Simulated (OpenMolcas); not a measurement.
Sr I: effect of the IPEA shift

| Quantity | Value |
| --- | --- |
| Program | OpenMolcas |
| Basis | ANO-RCC-VTZP [7s6p3d1f] |
| Scalar Hamiltonian | DKH2, point nucleus |
| Active space | 2 electrons in 9 orbitals (4d 5s 5p) |
| State averaging | 2S+1 = 3 even, 18 roots (15 in the spin-orbit step); 2S+1 = 1 even, 12 roots; 2S+1 = 3 odd, 18 roots; 2S+1 = 1 odd, 15 roots |
| Spin-orbit coupling | RASSI with atomic mean-field integrals over the reference wave functions, term energies averaged over their components |

Methods on the same reference wave functions:
A. CASSCF
B. MS-CASPT2, IPEA 0 Eh, imaginary shift 0.1 Eh (closed shells correlated: 4s 4p)
C. MS-CASPT2, IPEA 0.25 Eh, imaginary shift 0.1 Eh (closed shells correlated: 4s 4p)

Energies in cm⁻¹ above 5s² ¹S₀, the measured ground level; measured values from NIST Handbook of Basic Atomic Spectroscopic Data.

```
     Level      A      B      C  Measured
   5s² ¹S₀    0.0    0.0    0.0       0.0
5s 5p ³P°₀  12995  13740  13770     14318
5s 5p ³P°₁  13103  13850  13880     14504
5s 5p ³P°₂  13325  14070  14110     14899
 4d 5s ³D₁  21202  20510  20740     18159
 4d 5s ³D₂  21270  20580  20810     18219
 4d 5s ³D₃  21387  20700  20930     18319
 4d 5s ¹D₂  22295  22510  22670     20150
5s 5p ¹P°₁  22319  21760  21890     21698
4d 5p ³F°₃  34325  35370  35590     33590
4d 5p ³F°₄  34599  35640  35870     33919
   5p² ³P₀  35183  36140  36300     35193
   5p² ³P₁  35352  36310  36480     35400
   5p² ³P₂  35649  36600  36770     35675
4d 5p ³D°₁  37427  38030  38410     36264
4d 5p ³D°₂  37541  38140  38520     36382
4d 5p ³D°₃  37713  38310  38690     36560
4d 5p ³P°₀  39076  39100  39470     37292
4d 5p ³P°₁  39093  39110  39490     37303
4d 5p ³P°₂  39130  39150  39530     37337
   5p² ¹D₂  40718  40220  40520
```

Deviations, from unrounded energies. A percentage is the sum of absolute deviations over the sum of measured energies, with the sign that they share, or ± where signs differ.

| Against measurement | Levels | A | B | C |
| --- | --- | --- | --- | --- |
| mean absolute deviation (cm-1) | 19 | 1400 | 1500 | 1700 |
| other configurations (%) | 19 | ±5.0 | ±5.3 | ±6.1 |

A lies closest to measurement on these levels and C furthest from it. The largest miss of A in the table is 4d 5s ³D₃, by +3100 cm-1. The ranking rests on the paired levels alone, and a cruder setting can come out closer through cancelling errors.

Between B and C the level of the table that moves most is 4d 5p ³D°₁, by 380 cm-1 (lowest in B, highest in C). Moves below CASPT2's spread within the term are not significant.

The lowest spin-free term lies below A's lowest term by 0.196 hartree in B, 0.194 hartree in C.

Term energies are means over components that CASPT2 splits; among the terms shown or strongly mixed into the levels shown the widest spread is 120 cm-1 (4d 5s ¹D, C). Some high roots are left out of the spin-orbit mixing, which shifts the levels that they would mix with. A single d shell beside an s shell can misplace configurations of different d count against each other. Without dynamic correlation excited terms often stand tens of per cent too high (terms of higher spin than the ground term too low), and those without a measured partner can miss by more than the paired ones (holds for A). Measured partners are found by configuration, term and J. A level has none where our copy of the source lacks it or the pairing is in doubt (some pairs that miss far off the trend of their configuration count as doubtful), and it then counts in no deviation. Only configurations of the active space appear. Levels that lie high or do not pair safely by name in every column are left out.

° marks odd parity.
